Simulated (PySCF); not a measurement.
C5H5Cl, SMILES C(#C)C/C=C/Cl.

Coordinates come from a B3LYP-D3(BJ)/def2-SVP optimisation. The structure was generated by enumeration; whether it is a known compound was not checked. The values are those of a single conformer.

Two levels are set side by side: TDA-PBE/def2-SVPD (PySCF) and TDA-B3LYP/def2-SVPD (PySCF). Vertical, same geometry. The lowest singlet is HOMO−1→LUMO 90 % with PBE and HOMO−1→LUMO 79 % with the other functional; states are paired by order. Differences are taken from unrounded values.

```csv
quantity,TDA-B3LYP,TDA-PBE,TDA-PBE minus TDA-B3LYP
lowest singlet excitation (eV),6.10,5.36,-0.74
lowest triplet excitation (TDA) (eV),4.12,4.11,-0.02
first bright state (f over 0.05) (eV),6.25,5.52,-0.73
its oscillator strength,0.10,0.05,-0.05
```

Functionals without exact exchange tend to place singlet excitations lower, as here. Differences between two approximate levels are no errors against the true value.

Rough cost on one machine, each run with all the roots and properties that it gave: TDA-B3LYP against TDA-PBE about 2 times.
